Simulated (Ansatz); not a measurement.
The cluster OsO₂, relaxed as a quintet with UKS r2SCAN-D4/def2-TZVP in Ansatz, starting from the r2SCAN-D4/def2-TZVP geometry of the neutral singlet. Force threshold 0.02 eV/Å.

In the def2 sets Os takes a core potential; there is no spin–orbit coupling. At r2SCAN-D4/def2-TZVP a triplet of charge 0 lies 0.88 eV below the quintet, each at its own geometry. The structure comes from a short search, and lower isomers may exist.

Start:

```xyz
3

Os   -0.1785    0.2021    0.4762
O    -1.0154   -1.0645   -0.2433
O     1.1939    0.8623   -0.2329
```

```tsv
step	energy (eV)	largest force component (eV/Å)	SCF passes
1	-6561.1154	3.314	32
2	-6561.3112	0.085	43
3	-6561.3114	0.005	38
```

Force components are those of the run's own axes.

End:

```xyz
3

Os   -0.196    0.222    0.524
O    -1.017   -1.084   -0.267
O     1.213    0.862   -0.257
```

By distances, no bond broke or formed. The bond that changes most is Os1–O3, from 1.68 to 1.73 Å (atoms count from 1).

No frequencies were taken in this run, so the end may be a saddle point.

It took 13 s on 4 threads of AMD EPYC 7R43 on a shared host.
